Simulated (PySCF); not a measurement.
C2H5Cd, SMILES C[CH2][Cd+], charge +1.

Geometry optimised at PBE0-D3(BJ)/def2-TZVP. The multiplicity is an assumed one; other spin states were not compared. The isomer is the one that the SMILES or the coordinates give; other isomers of the formula were not compared. The def2 effective core potentials stand for the cores of Cd; spin–orbit coupling is left out.

Calculation: HF/def2-TZVPD run with PySCF.

Symmetry labels are those of the subgroup Cs that the program uses (full group Cs).

Computed valence orbital energies around the gap with their symmetry:
```
orbital  symmetry  energy (eV)
-------  --------  -----------
HOMO−7         A"       -26.56
HOMO−6         A'       -26.56
HOMO−5         A'       -26.18
HOMO−4         A"       -21.85
HOMO−3         A'       -20.00
HOMO−2         A'       -19.68
HOMO−1         A"       -18.54
HOMO           A'       -14.33
LUMO           A'        -5.51
LUMO+1         A'        -3.12
LUMO+2         A"        -3.10
LUMO+3         A'        -1.46
```
